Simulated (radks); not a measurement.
Values are calculated unless marked as measured or tabulated.
Task: Spherical quantum dot in the effective-mass picture: electrons in a well V = -V0 / (1 + exp((r - R)/a)) with V0 = 2.54, R = 9.07, a = 0.47, with a point charge +2 (a donor) at the centre, all in effective atomic units (hartree* = m*/eps^2 hartree, bohr* = eps/m* bohr), one dielectric constant everywhere. Level of theory: non-relativistic Kohn-Sham, LDA (Slater exchange, Perdew-Wang correlation), spin-polarised, spherical densities (a radial shooting solver with Libxc functionals). Levels are named by radial order and angular momentum (1s, 1p, 1d, 2s, ...), and open shells are averaged over m. Results are scaled to m* = 0.068 and eps = 6.5, for which hartree* = 43.8 meV and bohr* = 5.058 nm. At N = 15 the configuration is 1s2 1p6 1d(up 5, down 0) 2s2. Does electron 16 go into 1f up or 1f down or 1d down?

Result: Into 1d down. The total energies of the other choices lie higher by 2.01 meV (1f up), 3.17 meV (1f down).
